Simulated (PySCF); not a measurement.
First SCF of a structure search on sextet CoO₂, at a hand-made bent geometry. PySCF input:

```python
from pyscf import gto, scf, dft
mol = gto.M(atom='''
Co     0.000000     0.000000     0.000000
O      1.310600     0.000000     0.917700
O     -1.310600     0.000000     0.917700''',
    basis={'Co': 'def2-TZVP', 'O': 'def2-TZVP'},
    charge=0, spin=5)
mf = dft.UKS(mol, xc='PBE0')
mf.grids.atom_grid = (50, 194)
aux = {'Co': 'def2-universal-JKFIT', 'O': 'def2-universal-JKFIT'}
mf = mf.density_fit(auxbasis=aux)
mf.conv_tol = 1e-08
mf.diis_space = 10
mf.max_cycle = 60
mf.init_guess = 'minao'
mf.verbose = 4
mf.kernel()
```

Excerpt of the output (cycles alone):

```
init E= -1531.89617426423
cycle= 1 E= -1516.73988754867  delta_E= 15.2  |g|= 5.71  |ddm|= 10.7
cycle= 2 E= -1471.28058161242  delta_E= 45.5  |g|= 13.5  |ddm|= 13.9
cycle= 3 E= -1516.42729481158  delta_E= -45.1  |g|= 8.47  |ddm|= 7.01
cycle= 4 E= -1520.79842129084  delta_E= -4.37  |g|= 6.98  |ddm|= 1.54
cycle= 5 E= -1526.87890297348  delta_E= -6.08  |g|= 5.12  |ddm|= 3.99
cycle= 6 E= -1529.05053879358  delta_E= -2.17  |g|= 3.88  |ddm|= 0.53
cycle= 7 E= -1531.72676191966  delta_E= -2.68  |g|= 2.18  |ddm|= 0.857
cycle= 8 E= -1532.02072382973  delta_E= -0.294  |g|= 1.75  |ddm|= 0.425
cycle= 9 E= -1532.10991900697  delta_E= -0.0892  |g|= 1.67  |ddm|= 0.21
cycle= 10 E= -1532.30194873755  delta_E= -0.192  |g|= 1.39  |ddm|= 0.139
cycle= 11 E= -1532.70034606588  delta_E= -0.398  |g|= 0.384  |ddm|= 0.395
cycle= 12 E= -1532.74044779477  delta_E= -0.0401  |g|= 0.071  |ddm|= 0.188
cycle= 13 E= -1532.74341431808  delta_E= -0.00297  |g|= 0.0398  |ddm|= 0.0655
cycle= 14 E= -1532.74510096537  delta_E= -0.00169  |g|= 0.0109  |ddm|= 0.0638
cycle= 15 E= -1532.74572830498  delta_E= -0.000627  |g|= 0.00456  |ddm|= 0.0569
cycle= 16 E= -1532.74580875651  delta_E= -8.05e-05  |g|= 0.00315  |ddm|= 0.0219
cycle= 17 E= -1532.74582178612  delta_E= -1.3e-05  |g|= 0.00109  |ddm|= 0.00674
cycle= 18 E= -1532.74582519833  delta_E= -3.41e-06  |g|= 0.00104  |ddm|= 0.00428
cycle= 19 E= -1532.74582595383  delta_E= -7.56e-07  |g|= 0.000571  |ddm|= 0.00113
cycle= 20 E= -1532.74582639625  delta_E= -4.42e-07  |g|= 0.000395  |ddm|= 0.00125
cycle= 21 E= -1532.74582650228  delta_E= -1.06e-07  |g|= 7.07e-05  |ddm|= 0.00053
cycle= 22 E= -1532.74582650958  delta_E= -7.29e-09  |g|= 1.68e-05  |ddm|= 0.000177
Extra cycle  E= -1532.74582651012  delta_E= -5.46e-10  |g|= 2.02e-05  |ddm|= 3.61e-05
converged SCF energy = -1532.74582651012  <S^2> = 8.7804295  2S+1 = 6.0101346
```

This is not the lowest solution: another start and a stability analysis within the same unrestricted form found one 28.4 kJ/mol lower, at -1532.75663 Eh.

With open d or f shells other occupations or spin states may lie lower.

The search for the lowest solution, 3 starts and the stability check together, took 8.5 s on 4 threads of a shared AMD EPYC 9R45 96-Core (Zen 5) host, with 107 basis functions; the process peaked at 0.48 GiB.
